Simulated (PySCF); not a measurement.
**Polarisability and C₆ of As (arsenic, neutral)**

[Ar] 3d10 4s2 4p3, high-spin 4S determinant. Calculation: PySCF 2.14, in dyall-av2z; the non-relativistic Hamiltonian (point nucleus). Coupled (time-dependent) response in atomic units; α is the mean over directions. A double-zeta set is small for polarisabilities.

```json
{"method": "M06-2X", "mean α (bohr³)": "31.54", "C₆ (like pair)": "267.3", "S(−4)": "290.5"}
```

S(−4) is the Cauchy moment in α(ω) = α(0) + S(−4) ω² + …

Reference α: 30 ± 1 bohr³ (recommended; Schwerdtfeger and Nagle, table of static dipole polarizabilities (2023 update)). Published C₆: 246.0 (Chu and Dalgarno (2004); Tang, Norbeck and Certain (1976)).

α(iu) at M06-2X:

```tsv
u (hartree)	α(iu) (bohr³)
0	31.54
0.0500	30.84
0.100	28.95
0.200	23.55
0.300	18.28
0.500	10.97
0.750	6.325
1.00	4.034
1.50	2.031
2.00	1.221
3.00	0.5898
5.00	0.2378
```

A single London oscillator, α(iu) = α/(1 + u²/ω²), gives C₆ = (3/4) ω α². Matching the computed C₆ needs ω = 4 × 267.3 / (3 × 31.54²) = 0.358 hartree.
